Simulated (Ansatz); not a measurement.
CH5ClOSi2 can be A, `ClC[SiH]1O[SiH2]1`, or B, `O=C[SiH]([SiH3])Cl`.

Calculated with Ansatz (gas phase, PBE0-D4/def2-TZVP geometries, no zero-point term in ΔE). CCSD(T)/CBS is the MP2 limit (def2-TZVPP, def2-QZVPP) plus CCSD(T) − MP2 in def2-TZVPP, frozen cores. Functionals use def2-TZVPP. B3LYP here is the variant with VWN-RPA as its local correlation; programs differ in this. One conformer a species, not always the lowest.

**Question.** Which isomer does CCSD(T)/CBS put lower? Give the gap. (Best estimate.)

**Answer.** The calculation gave: A, by 7.6 kcal/mol.

**Question.** Give E(B) − E(A) in kcal/mol with MP2/def2-TZVPP, PBE-D4, B2PLYP, PBE0-D4, CCSD(T)/def2-TZVPP, HF/def2-TZVPP, B3LYP-D4. (An estimate is asked.)

**Answer.** Ansatz gave: MP2/def2-TZVPP 9.4, PBE-D4 5.2, B2PLYP 5.8, PBE0-D4 6.6, CCSD(T)/def2-TZVPP 6.1, HF/def2-TZVPP -0.6, B3LYP-D4 4.0. The order is the other way round with HF/def2-TZVPP.

Largest T1 diagnostic: 0.014.

In def2-TZVPP, CCSD(T) changes the Hartree–Fock value by +6.7 kcal/mol (the triples alone add +0.4 kcal/mol) and MP2 by +10.1 kcal/mol. From PBE to PBE0 (25 % exact exchange), in def2-TZVPP and without D4, E(B) − E(A) moves by +1.5 kcal/mol.
